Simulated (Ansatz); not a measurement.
Compare A (`C=C[O][SnH3]`) with its isomer B (`C[CH2][Sn][OH]`).

Computed with Ansatz on PBE0-D4/def2-TZVP structures; ΔE is electronic, products minus reactants. CCSD(T)/CBS is the MP2 limit (def2-TZVPP, def2-QZVPP) plus CCSD(T) − MP2 in def2-TZVPP, frozen cores. DFT in def2-TZVPP. B3LYP here is the variant with VWN-RPA as its local correlation; programs differ in this. def2 core potentials past Kr. For Sn outer-core shells are correlated without core-valence functions, which leaves a few kJ/mol of doubt a bond. Each species was taken in one conformer, which may not be the lowest.

Problem. Which is lower in electronic energy at CCSD(T)/CBS, and by how much? (An estimate is asked.)

Solution. Ansatz gave: B, by 40.1 kcal/mol.

Problem. Give E(B) − E(A) in kcal/mol with B3LYP, B2PLYP, PBE-D4, MP2/def2-TZVPP, r2SCAN-D4, CCSD(T)/def2-TZVPP, CCSD/def2-TZVPP. (Estimate.)

Solution. Computed: B3LYP -39.7, B2PLYP -40.1, PBE-D4 -40.9, MP2/def2-TZVPP -42.4, r2SCAN-D4 -37.9, CCSD(T)/def2-TZVPP -37.3, CCSD/def2-TZVPP -37.6. None reverses the order clearly.

Largest T1 diagnostic: 0.016.

In def2-TZVPP, CCSD(T) changes the Hartree–Fock value by −6.3 kcal/mol (the triples alone add +0.3 kcal/mol) and MP2 by −11.4 kcal/mol. From PBE to PBE0 (25 % exact exchange), in def2-TZVPP and without D4, E(B) − E(A) moves by +1.3 kcal/mol.
